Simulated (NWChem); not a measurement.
Program: NWChem. System: H₈Al₂N₂, charge 0, spin multiplicity 1, at a geometry optimised with PBE0/def2-SVP. The structure started from a generated list of species. Level: MP2/def2-TZVP, 12 core orbitals frozen.

Job file:

```
start mol
memory heap 200 mb stack 900 mb global 1100 mb
geometry units angstroms nocenter noautoz
  Al     0.000000     0.000000    -1.424077
  Al     0.000000     0.000000     1.424077
  N      1.363507     0.000000     0.000000
  H      1.975933     0.816792     0.000000
  H      1.975933    -0.816792     0.000000
  H      0.000000    -1.404769    -2.180329
  H      0.000000     1.404769    -2.180329
  N     -1.363507     0.000000     0.000000
  H     -1.975933     0.816792     0.000000
  H     -1.975933    -0.816792     0.000000
  H      0.000000    -1.404769     2.180329
  H      0.000000     1.404769     2.180329
  symmetry group D2h
end
basis spherical
  * library def2-tzvp
end
scf
  rhf
  nopen 0
  maxiter 100
  thresh 1e-7
  semidirect memsize 60000000 filesize 0
end
mp2
  freeze core 12
end
task mp2 energy
```

Part of the output:

```
             Northwest Computational Chemistry Package (NWChem) 7.3.0
             --------------------------------------------------------

                                NWChem Input Module
                                -------------------

 Scaling coordinates for geometry "geometry" by  1.889725989
 (inverse scale =  0.529177249)

 Turning off AUTOSYM since
 SYMMETRY directive was detected!

                             Geometry "geometry" -> ""
                             -------------------------

 Output coordinates in angstroms (scale by  1.889725989 to convert to a.u.)

  No.       Tag          Charge          X              Y              Z
 ---- ---------------- ---------- -------------- -------------- --------------
    1 Al                  13.0000     0.00000000     0.00000000    -1.42407700
    2 Al                  13.0000     0.00000000     0.00000000     1.42407700
    3 N                    7.0000     1.36350700     0.00000000     0.00000000
    4 H                    1.0000     1.97593300     0.81679200     0.00000000
    5 H                    1.0000     1.97593300    -0.81679200     0.00000000
    6 H                    1.0000     0.00000000    -1.40476900    -2.18032900
    7 H                    1.0000     0.00000000     1.40476900    -2.18032900
    8 N                    7.0000    -1.36350700     0.00000000     0.00000000
    9 H                    1.0000    -1.97593300     0.81679200     0.00000000
   10 H                    1.0000    -1.97593300    -0.81679200     0.00000000
   11 H                    1.0000     0.00000000    -1.40476900     2.18032900
   12 H                    1.0000     0.00000000     1.40476900     2.18032900

 Effective nuclear repulsion energy (a.u.)     217.8729410917

            Nuclear Dipole moment (a.u.)
            ----------------------------
        X                 Y               Z
 ---------------- ---------------- ----------------
     0.0000000000     0.0000000000     0.0000000000

      Symmetry information
      --------------------

 Group name             D2h
 Group number             26
 Group order               8
[...]
     1   1 0 0      0.000000      0.000000      0.000000
     1   0 1 0      0.000000      0.000000      0.000000
     1   0 0 1      0.000000      0.000000      0.000000

     2   2 0 0    -22.179214      0.000000    148.718272
     2   1 1 0      0.000000      0.000000      0.000000
     2   1 0 1      0.000000      0.000000      0.000000
     2   0 2 0    -35.004332      0.000000     37.717940
     2   0 1 1     -0.000000      0.000000      0.000000
     2   0 0 2    -40.301701      0.000000    256.199638

                   NWChem MP2 Semi-direct Energy/Gradient Module
                   ---------------------------------------------

  Basis functions       =    184
  Molecular orbitals    =    184
  Frozen core           =     12
  Frozen virtuals       =      0
  Active alpha occupied =     12
  Active beta occupied  =     12
  Active alpha virtual  =    160
  Active beta virtual   =    160
  Use MO symmetry       = T
  Use skeleton AO sym   = T

  AO/Fock/Back tols     =   1.0D-09  1.0D-09  1.0D-09

 GA uses MA = F    GA memory limited = T

 Available:
  local mem=  1.26D+08
 global mem=  1.44D+08
 local disk=  0.00D+00
  mp2_memr nvloc                   160
  nvloc new                   160
   1 passes of  12:        6291456                     165027                 107587091.
   1 passes of  12: M    126006387           G      144111488           F     119714931.

 Semi-direct pass number   1 of   1  for RHF alpha+beta  at        5.2s
  vrange nnbf                 16472
  mp2_eaftype                   410  avail_ma_in_mb                  1098
 EAF : mp2_eaftype filesize         410   53793545.
  mp2_eaf for mointskh                    410
Node 0 wrote    253.0 Mb in      0.3 s     Agg I/O rate:   725.8 Mb/s
 Done moints_semi at       24.0s
  mp2_eaftype                   410  avail_ma_in_mb                   688
 EAF : mp2_eaftype filesize         410   53793545.
  mp2_eaf for kh                   410
 Done maket at       24.5s
 Done multipass loop at       24.5s

          -------------------------------------------
          SCF energy                -597.590540034131
          Correlation energy          -0.597574279951
          Singlet pairs               -0.409275155984
          Triplet pairs               -0.188299123967
          Total MP2 energy          -598.188114314082
          -------------------------------------------

          ---------------------------------------------------
                    Spin Component Scaled (SCS) MP2
          Same spin pairs                     -0.125532749312
          Same spin scaling factor             0.333333333333
          Opposite spin pairs                 -0.472041530639
          Opposite spin scaling fact.          1.200000000000
          SCS-MP2 correlation energy          -0.608294086538
          Total SCS-MP2 energy              -598.198834120669
          ---------------------------------------------------

 -----------------------
 Performance information
 -----------------------

 Timer overhead =  9.63D-08 seconds/call

               Nr. of calls         CPU time (s)                 Wall time (s)                GFlops
             ---------------    -------------------     ------------------------------   -------------------
Name         Min   Avg   Max    Min     Avg     Max     Min     Avg     Max   Mx/calls   Min     Max     Sum
mp2: moin     1     1     1    19.     19.     19.      19.     19.     19.     19.      0.0     0.0     0.0
mp2: make     1     1     1   0.49    0.49    0.49     0.49    0.49    0.49    0.49      0.0     0.0     0.0
mp2: tota     1     1     1    19.     19.     19.      19.     19.     19.     19.      0.0     0.0     0.0

 The average no. of pstat calls per process was 3.00D+00
 with a timing overhead of 2.89D-07s

 Task  times  cpu:       24.4s     wall:       24.4s

 Total times  cpu:       24.5s     wall:       24.5s
```
